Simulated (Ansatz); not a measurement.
Species: GeI₂, charge 0, singlet. GeI2 (SMILES [Ge]([I])[I]).
B3LYP-D3(BJ)/def2-TZVP minimum from Ansatz (a program for electronic structure):
```
Ge
I 1 2.5828
I 1 2.5828 2 102.59
```

Total energies in def2-TZVPP, 18 correlated electrons, 32 frozen orbitals. Radicals and triplets start from unrestricted determinants; spin-orbit coupling is neglected. Cores are frozen in correlated methods (noble-gas shells, and filled d and f shells in the p block). Past Kr the def2 sets carry scalar-relativistic core potentials. Spin-orbit terms, left out, reach several kcal/mol for Br and I, and more for heavier atoms.

```csv
method,program,energy (Eh),minus CCSDT(Q) (mEh)
HF,Ansatz,-2668.77301,417.35
MP2,Ansatz,-2669.13423,56.14
CCSD,Ansatz,-2669.16772,22.65
CCSD(T),Ansatz,-2669.18775,2.61
CCSDT(Q),Ansatz,-2669.19037,0.00
```

Rough core times of Ansatz's runs on a shared machine: CCSD(T) 20 s, CCSDT(Q) 20 min.
